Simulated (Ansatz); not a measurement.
Species: CH₉N₃OSn, SMILES `C[O][Sn]([NH2])([NH2])[NH2]` (charge 0, multiplicity 1).

Problem. Give a relaxed geometry from PBE0-D4/def2-SVP (Ansatz, a first-principles code).

Solution. This is not unique; one that fits is the end point of this relaxation, one of several conformers (outside a Z-matrix the atoms follow the SMILES, hydrogens last).
Z-matrix (Å, degrees):
```
Sn
O 1 1.9902
C 2 1.3963 1 120.99
H 3 1.1041 2 108.99 1 -172.86
H 3 1.1079 4 107.39 2 -123.04
H 3 1.1097 4 107.00 5 -114.62
N 1 2.0259 2 101.64 3 174.15
H 7 1.0181 1 112.67 2 125.58
H 7 1.0189 8 108.11 1 123.29
N 1 2.0281 2 116.76 3 -65.23
H 10 1.0179 1 113.62 2 -46.04
H 10 1.0182 11 107.90 1 -126.15
N 1 2.0302 2 105.48 3 50.65
H 13 1.0187 1 111.90 2 60.28
H 13 1.0189 14 107.04 1 -123.19
```
